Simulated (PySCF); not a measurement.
## How methods differ on the ionisation energy of Tm(2+)

Tm(2+) [Xe] 4f13 (2F) → Tm(3+) [Xe] 4f12 (high-spin determinant), as a difference of total energies. Computed with PySCF 2.14 in cc-pVDZ-X2C (8s7p5d3f1g, 84 functions), with the spin-free X2C one-electron Hamiltonian (Gaussian nucleus). Correlated levels: valence: [Kr] 4d10 frozen. The calculations carry no spin-orbit coupling.

```csv
method,ionisation energy (eV),plus first-order spin-orbit estimate,difference from reference of that sum (eV)
UHF,19.575,19.177,-4.483
MP2 (valence),24.340,23.942,+0.282
SCS-MP2 (valence),23.668,23.271,-0.389
CCSD (valence),22.720,22.323,-1.337
CCSD(T) (valence),22.937,22.539,-1.121
```

Reference: 23.66 ± 0.03 eV (semi-empirical (NIST evaluation); NIST Atomic Spectra Database, ionization energies).

A first-order spin-orbit estimate (lowest level to lowest level, LS coupling) adds -0.398 eV.

Errors of the correlated levels include the incompleteness of this basis and the frozen core.

The determinant of Tm(3+) mixes LS terms, which raises its energy above the lowest term, most at the Hartree-Fock and MP2 levels.
